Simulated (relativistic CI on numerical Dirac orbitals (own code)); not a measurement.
# Au LV: sensitivity of the levels to the model

Base calculation: Dirac-Coulomb-Breit CI, KLI orbitals optimised for each configuration, QED by a radiative potential, unscaled Slater integrals.

Configuration list (outside the closed core [Ne]): 3s²3p⁶3d⁷, 3s²3p⁵3d⁸, 3s²3p⁴3d⁹, 3s3p⁶3d⁸, 3p⁶3d⁹, 3s3p⁵3d⁹, 3s²3p⁶3d⁶4s, 3s²3p⁶3d⁶4p, 3s²3p⁴3d⁸4s, 3s²3p⁶3d⁶4d, 3s²3p⁴3d⁸4p, 3s²3p⁵3d⁷4s, 3s²3p⁶3d⁶4f, 3s²3p⁴3d⁸4d, 3s3p⁵3d⁸4s, 3s²3p⁵3d⁷4p, 3s3p⁵3d⁸4p, 3s²3p⁵3d⁷4d, 3s²3p⁶3d⁵4s², 3s3p⁵3d⁸4d, 3s3p⁶3d⁷4s, 3p⁶3d⁸4s, 3s²3p⁵3d⁷4f, 3s²3p⁶3d⁵4s4p, 3s²3p⁶3d⁶5s, 3p⁶3d⁸4p, 3s3p⁶3d⁷4p, 3s²3p⁶3d⁵4p², 3s²3p⁶3d⁶5p, 3s²3p⁵3d⁶4s², 3p⁶3d⁸4d, 3s²3p⁶3d⁶5d, 3s²3p⁶3d⁶5f, 3s3p⁶3d⁶4s², 3s²3p⁵3d⁷5s, 3s²3p⁶3d⁶6s. Levels of other configurations are missing.

The lowest level and the first level of each name with at least 55 % of one term (blank where a level has no safe partner in the second run):

| Level | Base (eV) | Shift (eV) |
| --- | --- | --- |
| 3s²3p⁶3d⁷ ⁴F9/2 | 0.00 | 0.00 |
| 3s²3p⁶3d⁷ ⁴F7/2 | 90.83 | +1.28 |
| 3s²3p⁶3d⁷ ⁴P5/2 | 104.47 | +0.83 |
| 3s²3p⁶3d⁷ ²H11/2 | 107.17 | +3.28 |
| 3s²3p⁶3d⁷ ²F7/2 | 115.28 | +1.85 |
| 3s²3p⁶3d⁷ ²F5/2 | 120.05 | +1.07 |
| 3s²3p⁶3d⁷ ²D3/2 | 140.45 | +0.18 |
| 3s²3p⁶3d⁷ ⁴F5/2 | 189.46 | +2.73 |
| 3s²3p⁶3d⁷ ²H9/2 | 199.00 | +4.54 |
| 3s²3p⁵3d⁸ ⁴G°11/2 | 465.89 | +4.03 |
| 3s²3p⁵3d⁸ ²D°5/2 | 478.84 | +2.74 |
| 3s²3p⁵3d⁸ ⁴F°9/2 | 487.18 | +3.64 |
| 3s²3p⁵3d⁸ ²P°3/2 | 515.80 | +1.66 |
| 3s²3p⁵3d⁸ ⁴G°9/2 | 566.06 | +5.50 |
| 3s²3p⁵3d⁸ ²H°11/2 | 589.57 | +6.57 |
| 3s²3p⁵3d⁸ ²G°9/2 | 609.85 | +6.20 |
| 3s²3p⁵3d⁸ ²F°5/2 | 623.84 |  |
| 3s²3p⁵3d⁸ ⁴D°1/2 | 690.42 | +6.40 |
| 3s²3p⁴3d⁹ ⁴F9/2 | 972.32 | +6.95 |
| 3s²3p⁴3d⁹ ²P1/2 | 981.67 | +6.01 |
| 3s²3p⁴3d⁹ ²D5/2 | 1003.59 | +5.73 |

At this charge energies of transitions that change n are usually good to better than 1 %, and those within a shell (Δn = 0) to a few per cent.

One thing was changed in a second run, which moved the levels as shown. Which?
A. QED terms removed
B. one mean potential for all configurations
C. configuration mixing switched off
D. Breit term removed
E. valence Slater integrals scaled by 0.9

D. Breit term removed. The Breit term mainly narrows fine-structure intervals, so removing it widens them.

LS names give the leading component of a level, which can be under half, so a name can repeat, a term be missing and a line seem to break the LS rules.
